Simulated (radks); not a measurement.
Values are calculated unless marked as measured or tabulated.
Effect of the nuclear size on neutral promethium, [Xe] 4f5 6s2. Level of theory: Dirac Kohn-Sham, exchange-only LDA, spin-unpolarised, spherical densities, finite nucleus; open shells are shared between the two j in proportion to 2j + 1; Fermi nuclear charge, rms radius 4.962 fm (a radial shooting solver on a logarithmic mesh with Libxc functionals). The rms radius is varied about that value; shifts are against it.

rms radius (fm)  total energy shift (eV)  density at nucleus (e/bohr^3)  1s1/2 shift (meV)  2s1/2 shift (meV)  5s1/2 shift (meV)  5p1/2 shift (meV)  6s1/2 shift (meV)  4f7/2 shift (meV)  6p1/2 (empty) shift (meV)
4.178                              -4.26                      5.105e+05              -1760               -221              -1.63              0.219             -0.070              0.334                      0.059
4.4906                             -2.63                      5.021e+05              -1090               -136              -1.01              0.135             -0.043              0.206                      0.036
4.962                                  0                      4.907e+05              0.000              0.000              0.000              0.000              0.000              0.000                      0.000
5.2101                              1.46                      4.852e+05                606               76.0              0.560             -0.075              0.024             -0.115                     -0.020
6.133                               7.38                      4.673e+05               3060                383               2.83             -0.379              0.122             -0.580                     -0.103

Slopes of the eigenvalues against <r^2> in GHz/fm^2, as finite differences over the two radii next to the reference (eigenvalue slopes, not the field-shift constants of lines): 1s1/2 58700, 2s1/2 7360, 5s1/2 54.3, 5p1/2 -7.29, 6s1/2 2.34, 4f7/2 -11.1, 6p1/2 (empty) -1.97.
